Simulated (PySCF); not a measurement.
**Atomic charges against the basis set**

Compound: C3H7ClOSi.
Numbering: `[CH3:1]/[CH:2]=[C:3](/[Cl:4])[O:5][SiH3:6]` (hydrogens: H7, H8, H9 on C1; H10 on C2; H11, H12, H13 on Si6)

PBE0 throughout (PySCF), one geometry, spherical d and f functions. One conformer (not necessarily the lowest) at the PBE0-D3(BJ)/def2-SVP geometry, without solvent, vibrations or thermal averaging. Atoms taken as equivalent share a column and are averaged. The first 7 of 9 kinds of atom are listed.

Mulliken charges (e):

```tsv
basis	functions	C1	C2	C3	Cl4	O5	Si6	H7/H8/H9
STO-3G	45	-0.236	-0.116	+0.107	-0.155	-0.326	+0.681	+0.087
6-31G	76	-0.544	-0.106	+0.024	+0.106	-0.734	+0.822	+0.187
pcSseg-0	76	-0.665	-0.227	+0.129	+0.041	-0.804	+0.756	+0.247
6-31G*	106	-0.571	-0.174	+0.180	-0.016	-0.573	+0.582	+0.193
cc-pVDZ	127	-0.030	-0.109	+0.106	-0.083	-0.380	+0.423	+0.057
def2-SVP	127	-0.022	-0.137	+0.167	-0.118	-0.427	+0.547	+0.056
aug-cc-pVDZ	209	+0.322	+0.747	+0.218	-0.227	-0.813	-0.300	-0.109
6-311+G(2d,p)	220	-0.693	-0.272	+0.420	+0.042	-0.570	+0.620	+0.156
def2-TZVP	240	-0.344	-0.213	+0.224	-0.115	-0.317	+0.264	+0.133
cc-pVTZ	286	-0.271	-0.184	+0.183	-0.120	-0.266	+0.250	+0.107
IGLO-III	298	-0.370	-0.178	+0.138	-0.023	-0.453	+0.896	+0.125
pcSseg-2	328	-0.013	-0.143	+0.275	-0.145	-0.520	+0.729	+0.040
```

IAO charges (e):

```json
{"basis": "STO-3G", "functions": "45", "C1": "-0.395", "C2": "-0.204", "C3": "+0.062", "Cl4": "-0.066", "O5": "-0.388", "Si6": "+0.773", "H7/H8/H9": "+0.140"}
{"basis": "6-31G", "functions": "76", "C1": "-0.434", "C2": "-0.197", "C3": "+0.144", "Cl4": "-0.061", "O5": "-0.518", "Si6": "+0.673", "H7/H8/H9": "+0.158"}
{"basis": "pcSseg-0", "functions": "76", "C1": "-0.427", "C2": "-0.206", "C3": "+0.141", "Cl4": "-0.057", "O5": "-0.513", "Si6": "+0.670", "H7/H8/H9": "+0.156"}
{"basis": "6-31G*", "functions": "106", "C1": "-0.414", "C2": "-0.207", "C3": "+0.173", "Cl4": "-0.054", "O5": "-0.556", "Si6": "+0.811", "H7/H8/H9": "+0.150"}
{"basis": "cc-pVDZ", "functions": "127", "C1": "-0.413", "C2": "-0.215", "C3": "+0.177", "Cl4": "-0.053", "O5": "-0.553", "Si6": "+0.801", "H7/H8/H9": "+0.150"}
{"basis": "def2-SVP", "functions": "127", "C1": "-0.404", "C2": "-0.211", "C3": "+0.173", "Cl4": "-0.046", "O5": "-0.552", "Si6": "+0.820", "H7/H8/H9": "+0.146"}
{"basis": "aug-cc-pVDZ", "functions": "209", "C1": "-0.425", "C2": "-0.222", "C3": "+0.180", "Cl4": "-0.053", "O5": "-0.561", "Si6": "+0.805", "H7/H8/H9": "+0.154"}
{"basis": "6-311+G(2d,p)", "functions": "220", "C1": "-0.427", "C2": "-0.220", "C3": "+0.176", "Cl4": "-0.048", "O5": "-0.570", "Si6": "+0.838", "H7/H8/H9": "+0.155"}
{"basis": "def2-TZVP", "functions": "240", "C1": "-0.427", "C2": "-0.221", "C3": "+0.178", "Cl4": "-0.046", "O5": "-0.573", "Si6": "+0.850", "H7/H8/H9": "+0.154"}
{"basis": "cc-pVTZ", "functions": "286", "C1": "-0.428", "C2": "-0.221", "C3": "+0.181", "Cl4": "-0.050", "O5": "-0.569", "Si6": "+0.835", "H7/H8/H9": "+0.155"}
{"basis": "IGLO-III", "functions": "298", "C1": "-0.428", "C2": "-0.223", "C3": "+0.176", "Cl4": "-0.042", "O5": "-0.573", "Si6": "+0.847", "H7/H8/H9": "+0.155"}
{"basis": "pcSseg-2", "functions": "328", "C1": "-0.427", "C2": "-0.219", "C3": "+0.177", "Cl4": "-0.048", "O5": "-0.572", "Si6": "+0.847", "H7/H8/H9": "+0.155"}
```

Hirshfeld charges (e):

```json
{"basis": "STO-3G", "functions": "45", "C1": "-0.031", "C2": "-0.082", "C3": "+0.122", "Cl4": "-0.179", "O5": "-0.179", "Si6": "+0.470", "H7/H8/H9": "+0.019"}
{"basis": "6-31G", "functions": "76", "C1": "-0.095", "C2": "-0.078", "C3": "+0.075", "Cl4": "-0.047", "O5": "-0.220", "Si6": "+0.378", "H7/H8/H9": "+0.041"}
{"basis": "pcSseg-0", "functions": "76", "C1": "-0.101", "C2": "-0.084", "C3": "+0.071", "Cl4": "-0.031", "O5": "-0.202", "Si6": "+0.396", "H7/H8/H9": "+0.040"}
{"basis": "6-31G*", "functions": "106", "C1": "-0.097", "C2": "-0.080", "C3": "+0.084", "Cl4": "-0.047", "O5": "-0.191", "Si6": "+0.361", "H7/H8/H9": "+0.041"}
{"basis": "cc-pVDZ", "functions": "127", "C1": "-0.109", "C2": "-0.087", "C3": "+0.075", "Cl4": "-0.029", "O5": "-0.172", "Si6": "+0.366", "H7/H8/H9": "+0.042"}
{"basis": "def2-SVP", "functions": "127", "C1": "-0.113", "C2": "-0.090", "C3": "+0.078", "Cl4": "-0.015", "O5": "-0.177", "Si6": "+0.371", "H7/H8/H9": "+0.043"}
{"basis": "aug-cc-pVDZ", "functions": "209", "C1": "-0.123", "C2": "-0.093", "C3": "+0.072", "Cl4": "-0.011", "O5": "-0.199", "Si6": "+0.377", "H7/H8/H9": "+0.047"}
{"basis": "6-311+G(2d,p)", "functions": "220", "C1": "-0.115", "C2": "-0.091", "C3": "+0.066", "Cl4": "-0.012", "O5": "-0.200", "Si6": "+0.382", "H7/H8/H9": "+0.046"}
{"basis": "def2-TZVP", "functions": "240", "C1": "-0.118", "C2": "-0.090", "C3": "+0.073", "Cl4": "-0.014", "O5": "-0.192", "Si6": "+0.372", "H7/H8/H9": "+0.046"}
{"basis": "cc-pVTZ", "functions": "286", "C1": "-0.119", "C2": "-0.089", "C3": "+0.075", "Cl4": "-0.020", "O5": "-0.185", "Si6": "+0.370", "H7/H8/H9": "+0.046"}
{"basis": "IGLO-III", "functions": "298", "C1": "-0.123", "C2": "-0.096", "C3": "+0.070", "Cl4": "+0.001", "O5": "-0.194", "Si6": "+0.368", "H7/H8/H9": "+0.047"}
{"basis": "pcSseg-2", "functions": "328", "C1": "-0.123", "C2": "-0.091", "C3": "+0.074", "Cl4": "-0.012", "O5": "-0.197", "Si6": "+0.379", "H7/H8/H9": "+0.047"}
```

Some averages cover members that differ in this geometry, most widely: H7/H8/H9, Mulliken in aug-cc-pVDZ -0.263 to -0.032; H7/H8/H9, Mulliken in 6-31G +0.179 to +0.204 e.

**Question.** Which scheme is steadiest as the basis changes?

**Answer.** Largest range over the bases for any column: Hirshfeld 0.18 e, IAO 0.19 e, Mulliken 1.20 e. Hirshfeld and IAO charges move least and Mulliken charges most, counted in e. Without the minimal STO-3G basis the ranges are Hirshfeld 0.05, IAO 0.18, Mulliken 1.20 e.

**Question.** How much do the charges still move between the two largest bases, IGLO-III and pcSseg-2?

**Answer.** At most, over all atoms: Mulliken 0.357 e, IAO 0.005 e, Hirshfeld 0.013 e.

**Question.** What do the same runs give for the total energy, the frontier levels and the dipole moment?

**Answer.** 
```json
{"basis": "STO-3G", "energy (Eh)": "-932.1641", "HOMO (eV)": "-3.90", "LUMO (eV)": "3.94", "μ (D)": "2.00"}
{"basis": "6-31G", "energy (Eh)": "-942.7913", "HOMO (eV)": "-6.31", "LUMO (eV)": "0.26", "μ (D)": "0.99"}
{"basis": "pcSseg-0", "energy (Eh)": "-941.6241", "HOMO (eV)": "-6.58", "LUMO (eV)": "0.33", "μ (D)": "0.91"}
{"basis": "6-31G*", "energy (Eh)": "-942.9072", "HOMO (eV)": "-6.34", "LUMO (eV)": "0.31", "μ (D)": "0.81"}
{"basis": "cc-pVDZ", "energy (Eh)": "-942.9615", "HOMO (eV)": "-6.41", "LUMO (eV)": "0.36", "μ (D)": "0.77"}
{"basis": "def2-SVP", "energy (Eh)": "-942.5751", "HOMO (eV)": "-6.46", "LUMO (eV)": "0.47", "μ (D)": "0.62"}
{"basis": "aug-cc-pVDZ", "energy (Eh)": "-942.9774", "HOMO (eV)": "-6.53", "LUMO (eV)": "-0.29", "μ (D)": "0.80"}
{"basis": "6-311+G(2d,p)", "energy (Eh)": "-943.0323", "HOMO (eV)": "-6.55", "LUMO (eV)": "-0.26", "μ (D)": "0.75"}
{"basis": "def2-TZVP", "energy (Eh)": "-943.0540", "HOMO (eV)": "-6.54", "LUMO (eV)": "0.00", "μ (D)": "0.71"}
{"basis": "cc-pVTZ", "energy (Eh)": "-943.0553", "HOMO (eV)": "-6.53", "LUMO (eV)": "0.10", "μ (D)": "0.74"}
{"basis": "IGLO-III", "energy (Eh)": "-943.0527", "HOMO (eV)": "-6.52", "LUMO (eV)": "0.11", "μ (D)": "0.62"}
{"basis": "pcSseg-2", "energy (Eh)": "-943.0688", "HOMO (eV)": "-6.57", "LUMO (eV)": "-0.17", "μ (D)": "0.78"}
```

The dipole is fixed by the density alone, so its range of 1.38 D shows that the density itself changes with the basis, not only its division among atoms.
